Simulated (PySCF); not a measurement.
Compound: C₈H₁₄Ge.
Bonds: C1–C2 (double), C2–C3, C3–C4, C4–C5, C5–C6, C2–C7, C7–Ge8, Ge8–C9, C1–C9, C3–C6. Hydrogens: H10 on C1; H11 on C3; H12, H13 on C4; H14, H15 on C5; H16, H17 on C6; H18, H19 on C7; H20, H21 on Ge8; H22, H23 on C9.

Computed, not measured: TDDFT wB97X-D/def2-SVPD, vertical, gas phase, core orbitals frozen in the response (PySCF). Isolated species at its PBE0-D3(BJ)/def2-SVP geometry (one conformer only). The wB97X-D/def2-SVPD calculation is non-relativistic and has no spin–orbit coupling, an omission that weighs most on germanium.

```tsv
state	E (eV)	λ (nm)	f	main configurations (H = HOMO, L = LUMO)
S1	6.59	188.1	0.014	H→L (78%), H→L+4 (9%)
S2	6.80	182.4	0.229	H→L+1 (79%)
S3	7.16	173.2	0.0043	H→L+2 (88%)
S4	7.31	169.6	0.0019	H-1→L+1 (77%)
S5	7.63	162.4	0.0002	H→L+3 (43%), H→L+5 (25%), H→L+7 (13%)
S6	7.68	161.5	0.013	H→L+6 (48%), H→L+4 (18%)
S7	7.77	159.6	0.0065	H-1→L (74%)
S8	7.81	158.7	0.024	H→L+5 (44%), H→L+3 (16%), H→L+8 (11%)
S9	7.87	157.6	0.0017	H-2→L+1 (67%)
S10	7.93	156.3	0.0009	H→L+4 (42%), H→L+6 (25%)
```

Triplets (Tamm–Dancoff): T1 4.35 eV, H→L+1 (72%); T2 6.61 eV, H→L (76%), H→L+3 (10%), H→L+4 (8%); T3 7.12 eV, H→L+2 (89%); T4 7.17 eV, H-1→L+1 (72%), H-1→L+2 (9%).

The lowest singlet lies at 6.59 eV (188 nm, vacuum ultraviolet) and is weak; its leading configuration is HOMO→LUMO (78%). The most intense listed level is S2 at 6.80 eV (182 nm, f = 0.229), 0.21 eV above S1. Löwdin shares by element: HOMO carbon 74% or more (atoms not listed hold the other 26%); LUMO germanium 40%, hydrogen 12% or more, carbon 6% or more (atoms not listed hold the other 41%). The oscillator strengths of these states sum to 0.296; summed over the whole spectrum of an exact calculation they would give the number of electrons, 94 (Thomas–Reiche–Kuhn). Of the 10 states listed, 4 reach f = 0.01 and 1 stays under 0.0005. Weighted by f, the mean energy of these states is 6.95 eV. The vertical ionisation energy (ΔSCF) is 8.49 eV, 0.56 eV above S10. Singlets were solved by full linear response, triplets in the Tamm–Dancoff approximation.
